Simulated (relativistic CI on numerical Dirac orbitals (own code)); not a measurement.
Method of calculation: Dirac-Coulomb-Breit CI, orbitals from a KLI potential per configuration, model QED (radiative potential, 1s self-energy scaled to tabulated hydrogen-like ionisation energies), unscaled Slater integrals (own radial code, finite nucleus).

Configurations in the expansion (outside the closed core [Ar] 3d10): 4s2 4p6, 4s2 4p5 4d, 4s 4p6 4d, 4s2 4p5 4f, 4s 4p6 4f, 4s2 4p5 5s, 4s2 4p5 5p, 4s2 4p5 5d, 4s 4p6 5s, 4s2 4p5 6s, 4s 4p6 5p, 4s2 4p5 6p, 4s2 4p5 5f, 4s2 4p5 5g, 4s2 4p5 6d, 4s2 4p5 7s, 4s 4p6 5d, 4s2 4p5 7p, 4s2 4p5 6f, 4p6 4d2, 4p5 4d3, 4p5 4d2 4f, 4p5 4d2 5s, 4p5 4d2 5p, 4p6 4f2, 4p5 4d 4f2, 4p5 4f3, 4p5 4f2 5s, 4p5 4f2 5p. Double excitations out of closed p, d and f shells are left out; levels of such configurations are missing from the list, as are those of other unlisted configurations, and high levels can miss mixing partners. These lack a partner that the ground configuration has and come out too high: 4s2 4p5 5d, 4s2 4p5 6s, 4s2 4p5 6p, 4s2 4p5 5f, 4s2 4p5 5g.

At this charge configurations can still be misplaced by up to about 7 % of their energy.

Outline of the computed level scheme of Ru IX. Lowest level of each configuration: 4s2 4p6 1S_0 at 0.000 eV; 4s2 4p5 4d 3P°_0 at 44.343 eV; 4s2 4p5 5s 3P°_2 at 80.408 eV; 4s 4p6 4d 3D_1 at 83.800 eV; 4s2 4p5 5p 3S_1 at 90.080 eV; 4s2 4p5 4f 3G_5 at 97.218 eV; 4s2 4p5 5d 3P°_0 at 108.898 eV.

Some strong electric-dipole decays among the lowest 45 levels: 4s2 4p5 4d 1P°_1 → 4s2 4p6 1S_0 (4.5e+11 s⁻¹); 4s2 4p5 4f 3D_3 → 4s2 4p5 4d 3D°_2 (8.8e+10 s⁻¹); 4s2 4p5 4f 3G_5 → 4s2 4p5 4d 3F°_4 (8.3e+10 s⁻¹); 4s2 4p5 4f 3D_3 → 4s2 4p5 4d 3P°_2 (8.2e+10 s⁻¹); 4s2 4p5 4f 3G_3 → 4s2 4p5 4d 1D°_2 (8.1e+10 s⁻¹); 4s2 4p5 4f 3F_4 → 4s2 4p5 4d 1F°_3 (8.0e+10 s⁻¹); 4s2 4p5 4f 3G_4 → 4s2 4p5 4d 3F°_3 (7.5e+10 s⁻¹); 4s2 4p5 4f 3F_4 → 4s2 4p5 4d 3D°_3 (7.5e+10 s⁻¹).

LS names give the leading component of a level, which can be under half, so a name can repeat, a term be missing and a line seem to break the LS rules.
